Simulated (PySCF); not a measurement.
Start geometry of `B[PH][SnH3]` from GFN2-xTB (Å):
```
atom  x, y, z in Å
B1     1.8779   -0.4407   -0.0646
P2     0.7487    0.8529    0.6642
Sn3   -1.4920    0.2468   -0.2159
H4     2.6498   -0.9877    0.6028
H5     1.8702   -0.5584   -1.2396
H6     0.5824    0.4108    1.9572
H7    -2.0335   -1.3219    0.0322
H8    -1.5372    0.5195   -1.8614
H9    -2.6084    1.2616    0.5185
```

**Question.** What comes out of this run: PBE0-D3(BJ)/def2-SVP geometry optimisation, gas phase, def2 core potentials past Kr (PySCF)?

**Answer.** 
```
atom  x, y, z in Å
B1     1.7512   -0.4111   -0.0241
P2     0.6531    0.8804    0.7390
Sn3   -1.6028    0.3247   -0.1910
H4     2.5710   -0.9979    0.6393
H5     1.7172   -0.5590   -1.2228
H6     0.5371    0.4801    2.0991
H7    -2.0333   -1.3084    0.1011
H8    -1.5180    0.6303   -1.8707
H9    -2.7370    1.3624    0.5638
```

The energy falls by 13.4 kJ/mol over 5 energy and gradient evaluations, the largest force component goes from 0.0218 to 2.2e-04 Eh/bohr, and the atoms move by 0.077 Å rms after alignment. The bond that changes most is B1–H4 (three-coordinate boron to B–H hydrogen), which lengthens by 0.049 Å. Bonds longer at the end by more than 0.005 Å: 7 of 8; shorter: 1. Among the angles that change most is P2–Sn3–H7, from 117.8° to 112.0°. Rotational constants go from 12907, 1982, 1797 to 12522, 1966, 1780 MHz. The orientation of the end geometry is arbitrary; only internal coordinates are fixed.

The run used 88 basis functions and 34 SCF cycles in all.

Whether it is a minimum is left open (no frequencies). One conformer, not necessarily the lowest.
